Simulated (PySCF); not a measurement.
Gas-phase reaction: 2 c-Si3H6 + 6 O = Si3O3 + 3 H3SiOH

Method: PySCF energies plus ideal-gas RRHO corrections (1 bar). † marks an energy on the PBE0/def2-TZVP geometry and frequencies; other levels use their own. CCSD(T) freezes the core. 6-31G* has spherical d functions here. Open shells (unrestricted): O (multiplicity 3, electronic degeneracy 9); the rest are closed-shell singlets. Spin-orbit splitting is ignored; it lowers the true energy and changes the entropy of O. B3LYP is the form with VWN-RPA correlation. c-Si3H6, Si3O3, H3SiOH: computed as isolated molecules; such fragments, hydroxides, amides, oligomers or adducts are transient or little studied in the gas. CCSD(T) isn't extrapolated to the basis-set limit; its ΔH°(298 K) is -3207.3 kJ in def2-SVP and -3490.3 kJ in def2-TZVPP. The harmonic model lacks anharmonicity and excited electronic states, which grow with temperature; levels with a mode under 35 cm⁻¹ are left out. Internal rotation in H3SiOH is treated as a harmonic vibration of one conformer, which makes the entropy rough. Soft modes under 120 cm⁻¹ make the harmonic entropy rough for Si3O3.

```json
[
 {"level": "B3LYP/6-31G*", "ΔE electronic, kJ": "-3427", "ΔH°(298 K), kJ": "-3366", "ΔS°(298 K), J/K": "-480", "ΔG°(2500 K), kJ": "-2037"},
 {"level": "CCSD(T)/def2-SVP†", "ΔE electronic, kJ": "-3270", "ΔH°(298 K), kJ": "-3207", "ΔS°(298 K), J/K": "-482", "ΔG°(2500 K), kJ": "-1871"},
 {"level": "M06-2X/def2-TZVP†", "ΔE electronic, kJ": "-3733", "ΔH°(298 K), kJ": "-3670", "ΔS°(298 K), J/K": "-482", "ΔG°(2500 K), kJ": "-2333"},
 {"level": "PBE/def2-SVP", "ΔE electronic, kJ": "-3581", "ΔH°(298 K), kJ": "-3522", "ΔS°(298 K), J/K": "-484", "ΔG°(2500 K), kJ": "-2183"},
 {"level": "PBE0/def2-QZVP†", "ΔE electronic, kJ": "-3523", "ΔH°(298 K), kJ": "-3460", "ΔS°(298 K), J/K": "-482", "ΔG°(2500 K), kJ": "-2124"},
 {"level": "PBE0/def2-SVP†", "ΔE electronic, kJ": "-3366", "ΔH°(298 K), kJ": "-3303", "ΔS°(298 K), J/K": "-482", "ΔG°(2500 K), kJ": "-1966"},
 {"level": "ωB97M-V/def2-TZVP†", "ΔE electronic, kJ": "-3696", "ΔH°(298 K), kJ": "-3633", "ΔS°(298 K), J/K": "-482", "ΔG°(2500 K), kJ": "-2297"}
]
```
ΔH° is lowest at M06-2X/def2-TZVP† and highest at CCSD(T)/def2-SVP†. No reference value is set beside these.
